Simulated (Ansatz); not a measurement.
Geometry optimisation, Ansatz 0.2.0, RKS PBE-D4/def2-mTZVP.

Input file:

```yaml
crystal:
  periodic: [false, false, false]
  atoms:
    - { symbol: C, position_ang: [-0.5549, 0.81382, -1.60835] }
    - { symbol: Al, position_ang: [-0.35403, -0.3857, -0.04219] }
    - { symbol: Si, position_ang: [1.03371, -0.56429, 1.94658] }
    - { symbol: S, position_ang: [1.31303, -1.7663, 3.52678] }
    - { symbol: H, position_ang: [0.33046, 0.8651, -2.2567] }
    - { symbol: H, position_ang: [-0.80417, 1.85338, -1.35543] }
    - { symbol: H, position_ang: [-1.37819, 0.43988, -2.23523] }
    - { symbol: H, position_ang: [-1.3326, -1.61642, 0.0534] }
    - { symbol: H, position_ang: [1.92978, 0.63595, 1.86813] }
basis:
  gaussian: { orbitals: def2-mTZVP }
hamiltonian:
  xc: pbe
  dispersion: d4
relax:
  f_tol: 0.015
  max_steps: 40
```

Run as:

```bash
$ ansatz run input.yaml --threads 2 --pin off --max-ram 3072MiB --backend cpu --events-out ev --progress --plain --runs-dir out
```

Q: Where does it end, and by what steps?

A: The run converged. The force dipped under the threshold on the way, but the program's further checks kept it going. After 7 steps the energy has fallen by 0.344 eV; H8 moved furthest, 0.29 Å.

```tsv
step	energy less start (eV)	largest force component (eV/Å)	accepted
0	0.0000	0.731	yes
1	-0.2873	0.309	yes
2	-0.3309	0.167	yes
3	-0.3408	0.113	yes
4	-0.3427	0.049	yes
5	-0.3431	0.016	yes
6	-0.3435	0.011	yes
7	-0.3435	0.011	yes
```

```xyz
9
Properties=species:S:1:pos:R:3
C -0.527 0.755 -1.509
Al -0.537 -0.574 -0.061
Si 1.088 -0.360 1.799
S 1.217 -1.677 3.287
H 0.448 0.780 -2.024
H -0.688 1.774 -1.120
H -1.299 0.563 -2.268
H -1.538 -1.818 0.008
H 2.020 0.833 1.787
```

Run time: 11 s on 2 threads of Intel(R) Xeon(R) 6975P-C (Granite Rapids), with other jobs on the host, peak memory 0.16 GiB.
